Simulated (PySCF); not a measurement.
# [AsN2]-, singlet: data card

Computed with PBE0/[As def2-TZVPD, N def2-TZVPD], no relativity, density fitting, PySCF.

The structure is a minimum.

```xyz
3
charge -1 multiplicity 1, angstrom
As    0.0000    0.0000    0.0000
N     1.6458    0.0000    0.0000
N    -1.6458    0.0000    0.0000
```

- Point group: D∞h
- Bond lengths: As–N 1.646 Å (×2)
- Bond angles: N–As–N 180.0°
- Rotational constants: 0.2222 cm⁻¹
- Heat capacity Cp at 298.15 K: 47.8 J/(mol K)
- Zero-point energy: 14.2 kJ/mol
- Principal polarisabilities: 42.9, 42.9, 81.2 bohr³
- Lowest empty level: 3.35 eV
- Principal quadrupole moments (Buckingham, traceless) about the centre of mass: -19.58, 9.79, 9.79 D Å
- Rotational symmetry number: 2
- Enthalpy at 298.15 K above 0 K: 11.95 kJ/mol
- Entropy at 298.15 K and 1 bar: 246.0 J/(mol K)
- Dipole moment about the centre of mass: 0.00 D
- Highest occupied level: -1.12 eV

Harmonic modes (masses in u: As 74.922, N 14.003):
```json
{"symmetry": "πu", "ω (cm⁻¹)": "184", "IR (km/mol, summed over degenerate members)": "48.7", "μ (u)": "17.98", "type": "bend"}
{"symmetry": "σg+", "ω (cm⁻¹)": "937", "IR (km/mol, summed over degenerate members)": "0.0", "μ (u)": "14.00", "type": "stretch"}
{"symmetry": "σu+", "ω (cm⁻¹)": "1072", "IR (km/mol, summed over degenerate members)": "115", "μ (u)": "17.98", "type": "stretch"}
```

In D∞h the vibrations span πu + σg+ + σu+. The σg+ mode carries no infrared intensity, as symmetry demands. With a centre of inversion only u modes can be infrared active and only g modes Raman active.

Charges (e); Mulliken and Löwdin values are unreliable with diffuse functions:
```
atom  Mulliken  Löwdin  polar tensor  Mayer order to As1
 As1      0.47    0.34          0.26                   –
N2,3     -0.73   -0.67         -0.63                2.23
```
Other Mayer orders above 0.3: N–N 0.53.

Mulliken populations on As1: s 6.96, p 14.83, d 10.68, f 0.06.

Counting electrons, arsenic keeps none of its valence electrons outside its bonds, so the VSEPR class is AX2 and the expected shape is linear (D∞h), as computed.

Other isomers or separated fragments may lie lower. The lowest empty level of this anion is unbound, so it and the gap depend on the basis.

The final relaxation and frequency run took roughly 50 core-seconds on a shared host.
